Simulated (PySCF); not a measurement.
## Molecular orbitals of TcCl

PBEsol at R = 2.352 Å; PySCF, scalar-relativistic core potentials, basis sets Tc def2-TZVPP with ECP28, Cl def2-TZVPP. State: ⁷Σ⁺ (septet), unpaired electrons σ ↑↑, π ↑↑, δ ↑↑. Only the outer orbitals are listed, counted within each symmetry, core potentials removing the inner ones.

```json
{"spin": "α", "orbital": "1δ", "occ.": "1", "ε (eV)": "-8.02", "on Tc (%)": "100", "main shells (%)": "100 Tc d"}
{"spin": "α", "orbital": "1δ", "occ.": "1", "ε (eV)": "-8.02", "on Tc (%)": "100", "main shells (%)": "100 Tc d"}
{"spin": "α", "orbital": "8σ", "occ.": "1", "ε (eV)": "-7.01", "on Tc (%)": "87", "main shells (%)": "48 Tc d, 38 Tc s, 13 Cl p"}
{"spin": "α", "orbital": "4π", "occ.": "1", "ε (eV)": "-6.70", "on Tc (%)": "47", "main shells (%)": "53 Cl p, 44 Tc d"}
{"spin": "α", "orbital": "4π", "occ.": "1", "ε (eV)": "-6.70", "on Tc (%)": "47", "main shells (%)": "53 Cl p, 44 Tc d"}
{"spin": "α", "orbital": "9σ", "occ.": "1", "ε (eV)": "-4.53", "on Tc (%)": "82", "main shells (%)": "51 Tc s, 19 Tc p, 17 Cl p"}
{"spin": "α", "orbital": "5π", "occ.": "0", "ε (eV)": "-1.67", "on Tc (%)": "98", "main shells (%)": "97 Tc p"}
{"spin": "α", "orbital": "5π", "occ.": "0", "ε (eV)": "-1.67", "on Tc (%)": "98", "main shells (%)": "97 Tc p"}
{"spin": "α", "orbital": "10σ", "occ.": "0", "ε (eV)": "0.07", "on Tc (%)": "101", "main shells (%)": "88 Tc p"}
{"spin": "β", "orbital": "3π", "occ.": "1", "ε (eV)": "-7.62", "on Tc (%)": "12", "main shells (%)": "87 Cl p, 10 Tc d"}
{"spin": "β", "orbital": "3π", "occ.": "1", "ε (eV)": "-7.62", "on Tc (%)": "12", "main shells (%)": "87 Cl p, 10 Tc d"}
{"spin": "β", "orbital": "1δ", "occ.": "0", "ε (eV)": "-4.37", "on Tc (%)": "100", "main shells (%)": "100 Tc d"}
{"spin": "β", "orbital": "1δ", "occ.": "0", "ε (eV)": "-4.37", "on Tc (%)": "100", "main shells (%)": "100 Tc d"}
{"spin": "β", "orbital": "4π", "occ.": "0", "ε (eV)": "-4.03", "on Tc (%)": "89", "main shells (%)": "89 Tc d, 10 Cl p"}
```

Question: Which are the highest filled and the lowest empty level, where do they sit, and how wide is the gap?

Answer: Highest filled α 9σ at -4.53 eV (in %: 51 Tc s, 19 Tc p, 17 Cl p); lowest empty β 1δ at -4.37 eV (in %: 100 Tc d); the gap at PBEsol is 0.16 eV.

```
bond order (Mayer)                               : 1.16
⟨S²⟩                                             : 12.003
charge on Tc (Mulliken, basis-dependent)         : 0.34
charge on Tc (Löwdin, basis-dependent)           : 0.04
dipole moment (positive dipole means Tc(−)Cl(+)) : -1.73 D
```

Shares are Mulliken populations and can fall outside 0 to 100 %.

Spin–orbit coupling is left out. The state is the lowest single determinant that the PBE0 search found; with open d or f shells the true ground state can be another one.
